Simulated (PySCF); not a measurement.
Correlation energy of Kr²⁺ (krypton, charge +2)

[Ar] 3d10 4s2 4p4, high-spin 3P determinant. Calculation: PySCF 2.14, in aug-cc-pVDZ-PP with ECP10MDF; scalar relativity through the core potential. Frozen: 3s2 3p6 3d10; 6 electrons correlated.

```json
{"level": "CCSD", "correlation energy (mhartree)": "-90.01"}
{"level": "(T)", "correlation energy (mhartree)": "-0.92"}
{"level": "CCSD(T)", "correlation energy (mhartree)": "-90.93"}
{"level": "CCSDT", "correlation energy (mhartree)": "-91.12"}
```

Diagnostics: T1 = 0.0058, D1 = 0.0188, largest double amplitude 0.040.

Cost of the coupled-cluster step: about 0.23 core-seconds, for 6 correlated electrons.

Iterations:

```
CC2 = 0
CCSD nocc = (np.int64(4), np.int64(2)), nmo = (23, 23)
frozen orbitals [[0, 1, 2, 3, 4, 5, 6, 7, 8], [0, 1, 2, 3, 4, 5, 6, 7, 8]]
max_cycle = 100
direct = 0
conv_tol = 1e-08
conv_tol_normt = 1e-06
diis_space = 8
diis_start_cycle = 0
Init t2, MP2 energy = -0.0746921870595965
Init E_corr(UCCSD) = -0.0746921870602875
cycle = 1  E_corr(UCCSD) = -0.086651404366946  dE = -0.0119592173  norm(t1,t2) = 0.0321338
cycle = 2  E_corr(UCCSD) = -0.0890533639533717  dE = -0.00240195959  norm(t1,t2) = 0.0097008
cycle = 3  E_corr(UCCSD) = -0.0900309203980668  dE = -0.000977556445  norm(t1,t2) = 0.00352396
cycle = 4  E_corr(UCCSD) = -0.090010908808904  dE = 2.00115892e-05  norm(t1,t2) = 0.000354111
cycle = 5  E_corr(UCCSD) = -0.0900139473816307  dE = -3.03857273e-06  norm(t1,t2) = 6.6688e-05
cycle = 6  E_corr(UCCSD) = -0.090013638754152  dE = 3.08627479e-07  norm(t1,t2) = 1.22536e-05
cycle = 7  E_corr(UCCSD) = -0.0900136980503356  dE = -5.92961836e-08  norm(t1,t2) = 2.30293e-06
cycle = 8  E_corr(UCCSD) = -0.0900136902605543  dE = 7.78978126e-09  norm(t1,t2) = 4.73523e-07
UCCSD converged
E(UCCSD) = -460.932745893122  E_corr = -0.09001369026055434
UCCSD(T) correction = -0.000916221553096948
```
